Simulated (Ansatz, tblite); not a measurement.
Removing an electron: In14P13H34⁻, a nanocrystal cut from wurtzite InP (hydrogen-capped). The state is a singlet with charge -1. Geometry: PBE-D4/def2-SVP. Ansatz, gas phase; energy differences of separate SCF runs; the oxidised species was run as a doublet alone.

```xyz
61

In    1.640   -2.909    3.613
P     1.564   -0.307    3.838
In    3.474    1.520    3.493
P    -2.472   -1.230    3.167
In   -0.471    0.435    2.523
P    -1.365    2.796    2.751
P     2.389    2.750    1.427
In    0.678    4.481    2.442
In   -3.728    2.781    1.634
P     2.651   -2.962    1.204
In    4.827   -1.781    0.214
P    -1.364   -3.945    0.481
In   -3.509   -2.832    1.415
In    0.716   -2.478   -0.359
P    -0.142   -0.117    0.059
P     3.598   -0.221   -1.522
In    1.785    1.437   -0.716
P    -4.007   -1.149   -0.491
In   -2.124    0.525   -1.406
P    -2.878    2.876   -0.835
P     0.696    2.850   -2.587
In   -1.209    4.584   -2.021
P     0.941   -2.871   -2.853
In    3.198   -1.708   -3.664
In   -1.481   -2.733   -3.825
P    -1.648   -0.125   -3.809
In   -0.023    1.712   -4.854
H     2.725   -3.625    4.782
H    -0.045   -3.439    3.451
H     1.077   -0.073    5.169
H     3.226    2.592    4.854
H     4.947    0.700    3.080
H    -2.135   -2.054    4.286
H    -3.579   -0.526    3.737
H    -1.632    2.808    4.161
H     3.456    3.591    0.959
H     1.205    4.750    4.088
H     0.211    5.699    1.296
H    -4.379    1.150    1.872
H    -4.641    4.212    2.052
H     2.836   -4.357    0.919
H     5.587   -0.882    1.490
H     5.555   -3.057   -0.736
H    -0.973   -4.908    1.464
H    -1.818   -4.841   -0.538
H    -4.803   -3.874    1.935
H     4.641    0.673   -1.942
H    -5.181   -0.443   -0.076
H    -4.580   -1.927   -1.546
H    -4.074    2.934   -1.627
H     1.790    3.693   -2.985
H    -0.708    5.760   -0.847
H    -2.010    4.908   -3.543
H     1.245   -4.275   -2.838
H     4.360   -3.010   -3.548
H     2.848   -0.758   -5.074
H    -2.561   -3.310   -2.543
H    -1.553   -3.371   -5.452
H    -2.932    0.158   -4.385
H     1.296    0.892   -5.631
H    -1.139    2.830   -5.605
```

In the def2 sets In takes a core potential; there is no spin–orbit coupling. The xTB rows come from tblite. Single mean-field runs in def2-TZVP are fitted with def2-universal-jkfit. HOMO above LUMO, or a gap near zero within one spin, warns that the state may not be the lowest or that an electron is smeared out.

```tsv
level	−HOMO (eV)	vertical IE (eV)	−LUMO (eV)	HOMO–LUMO gap (eV)	remarks
GFN1-xTB	6.83	7.96	4.04	2.78	–
GFN2-xTB	8.28	9.50	6.03	2.25	–
PBE-D4/def2-TZVP	3.36	4.69	0.50	2.86	gap within one spin near zero (doublet)
```

Question: Estimate the rows for BLYP-D4/def2-TZVP, PBE0-D4/def2-TZVP.

Answer: 
```json
{"level": "BLYP-D4/def2-TZVP", "−HOMO (eV)": "3.21", "vertical IE (eV)": "4.62", "−LUMO (eV)": "0.40", "HOMO–LUMO gap (eV)": "2.81", "remarks": "gap within one spin near zero (doublet)"}
{"level": "PBE0-D4/def2-TZVP", "−HOMO (eV)": "4.30", "vertical IE (eV)": "5.23", "−LUMO (eV)": "-0.20", "HOMO–LUMO gap (eV)": "4.49", "remarks": "–"}
```

  Raw xTB energy differences between charge states are shifted by several eV; the methods need an empirical correction for them.
